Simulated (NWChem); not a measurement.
All runs are NWChem calculations. System: C₃H₅ClSi, charge 0, spin multiplicity 1, displaced from the optimised geometry. The structure started from a generated list of species.

Input file:

```
start mol
memory heap 200 mb stack 800 mb global 1000 mb
geometry units angstroms nocenter noautoz
  Cl    -2.166513    -0.124226     0.000000
  C     -0.380952    -0.083957     0.000000
  C      0.480035    -1.172396     0.000000
  Si     1.958382     0.037865     0.000000
  C      0.406901     1.244620     0.000000
  H      0.210798    -2.259090     0.000000
  H      2.848158     0.075263     1.250526
  H      2.848158     0.075263    -1.250526
  H      0.235183     1.880342     0.920511
  H      0.235183     1.880342    -0.920511
  symmetry group Cs
end
basis spherical
  * library def2-svp
end
dft
  xc becke88 perdew86
  semidirect memsize 60000000 filesize 0
  iterations 100
  convergence nodiis damp 40
end
task dft gradient
```

The output up to the point where the run's verdict is printed (cleaned and shortened):

```
             Northwest Computational Chemistry Package (NWChem) 7.3.0
             --------------------------------------------------------

                                NWChem Input Module
                                -------------------

 Scaling coordinates for geometry "geometry" by  1.889725989
 (inverse scale =  0.529177249)

 Turning off AUTOSYM since
 SYMMETRY directive was detected!

                             Geometry "geometry" -> ""
                             -------------------------

 Output coordinates in angstroms (scale by  1.889725989 to convert to a.u.)

  No.       Tag          Charge          X              Y              Z
 ---- ---------------- ---------- -------------- -------------- --------------
    1 Cl                  17.0000    -2.16651300    -0.12422600     0.00000000
    2 C                    6.0000    -0.38095200    -0.08395700     0.00000000
    3 C                    6.0000     0.48003500    -1.17239600     0.00000000
    4 Si                  14.0000     1.95838200     0.03786500     0.00000000
    5 C                    6.0000     0.40690100     1.24462000     0.00000000
    6 H                    1.0000     0.21079800    -2.25909000     0.00000000
    7 H                    1.0000     2.84815800     0.07526300     1.25052600
    8 H                    1.0000     2.84815800     0.07526300    -1.25052600
    9 H                    1.0000     0.23518300     1.88034200     0.92051100
   10 H                    1.0000     0.23518300     1.88034200    -0.92051100

 Effective nuclear repulsion energy (a.u.)     249.8639448198

            Nuclear Dipole moment (a.u.)
            ----------------------------
        X                 Y               Z
 ---------------- ---------------- ----------------
     0.0000207870    -0.0000188973     0.0000000000

      Symmetry information
      --------------------

 Group name             Cs
 Group number              2
 Group order               2
 No. of unique centers     8

      Symmetry unique atoms

     1    2    3    4    5    6    7    9


 Summary of "ao basis" -> "" (spherical)
[...]
 d= 0,ls=0.0         69   -608.1860924690  3.12D+01  1.05D+00              35.6
 d= 0,ls=0.0         70   -639.4172416467 -3.12D+01  1.05D+00              36.1
 Grid integrated density:      53.999940941869
 Requested integration accuracy:   0.10E-05
 d= 0,ls=0.0         71   -608.1860924690  3.12D+01  1.05D+00              36.6
 d= 0,ls=0.0         72   -639.4172416467 -3.12D+01  1.05D+00              37.1
 Grid integrated density:      53.999940941869
 Requested integration accuracy:   0.10E-05
 d= 0,ls=0.0         73   -608.1860924690  3.12D+01  1.05D+00              37.7
 d= 0,ls=0.0         74   -639.4172416467 -3.12D+01  1.05D+00              38.2
 Grid integrated density:      53.999940941869
 Requested integration accuracy:   0.10E-05
 d= 0,ls=0.0         75   -608.1860924690  3.12D+01  1.05D+00              38.6
 d= 0,ls=0.0         76   -639.4172416467 -3.12D+01  1.05D+00              39.1
 Grid integrated density:      53.999940941869
 Requested integration accuracy:   0.10E-05
 d= 0,ls=0.0         77   -608.1860924691  3.12D+01  1.05D+00              39.7
 d= 0,ls=0.0         78   -639.4172416467 -3.12D+01  1.05D+00              40.1
 Grid integrated density:      53.999940941869
 Requested integration accuracy:   0.10E-05
 d= 0,ls=0.0         79   -608.1860924690  3.12D+01  1.05D+00              40.7
 d= 0,ls=0.0         80   -639.4172416467 -3.12D+01  1.05D+00              41.2
 Grid integrated density:      53.999940941869
 Requested integration accuracy:   0.10E-05
 d= 0,ls=0.0         81   -608.1860924690  3.12D+01  1.05D+00              41.7
 d= 0,ls=0.0         82   -639.4172416467 -3.12D+01  1.05D+00              42.2
 Grid integrated density:      53.999940941869
 Requested integration accuracy:   0.10E-05
 d= 0,ls=0.0         83   -608.1860924691  3.12D+01  1.05D+00              42.7
 d= 0,ls=0.0         84   -639.4172416467 -3.12D+01  1.05D+00              43.2
 Grid integrated density:      53.999940941869
 Requested integration accuracy:   0.10E-05
 d= 0,ls=0.0         85   -608.1860924690  3.12D+01  1.05D+00              43.7
 d= 0,ls=0.0         86   -639.4172416467 -3.12D+01  1.05D+00              44.2
 Grid integrated density:      53.999940941869
 Requested integration accuracy:   0.10E-05
 d= 0,ls=0.0         87   -608.1860924690  3.12D+01  1.05D+00              44.6
 d= 0,ls=0.0         88   -639.4172416467 -3.12D+01  1.05D+00              45.2
 Grid integrated density:      53.999940941869
 Requested integration accuracy:   0.10E-05
 d= 0,ls=0.0         89   -608.1860924690  3.12D+01  1.05D+00              45.7
 d= 0,ls=0.0         90   -639.4172416467 -3.12D+01  1.05D+00              46.2
 Grid integrated density:      53.999940941869
 Requested integration accuracy:   0.10E-05
 d= 0,ls=0.0         91   -608.1860924690  3.12D+01  1.05D+00              46.7
 d= 0,ls=0.0         92   -639.4172416467 -3.12D+01  1.05D+00              47.2
 Grid integrated density:      53.999940941869
 Requested integration accuracy:   0.10E-05
 d= 0,ls=0.0         93   -608.1860924690  3.12D+01  1.05D+00              47.8
 d= 0,ls=0.0         94   -639.4172416467 -3.12D+01  1.05D+00              48.5
 Grid integrated density:      53.999940941869
 Requested integration accuracy:   0.10E-05
 d= 0,ls=0.0         95   -608.1860924690  3.12D+01  1.05D+00              49.0
 d= 0,ls=0.0         96   -639.4172416467 -3.12D+01  1.05D+00              49.5
 Grid integrated density:      53.999940941869
 Requested integration accuracy:   0.10E-05
 d= 0,ls=0.0         97   -608.1860924690  3.12D+01  1.05D+00              50.0
 d= 0,ls=0.0         98   -639.4172416467 -3.12D+01  1.05D+00              50.5
 Grid integrated density:      53.999940941869
 Requested integration accuracy:   0.10E-05
 d= 0,ls=0.0         99   -608.1860924690  3.12D+01  1.05D+00              51.0
 d= 0,ls=0.0        100   -639.4172416467 -3.12D+01  1.05D+00              51.4
```

The run did not converge; its last values are not results. The next line reads: Calculation failed to converge. NWChem stopped with the message: dft gradient failed.
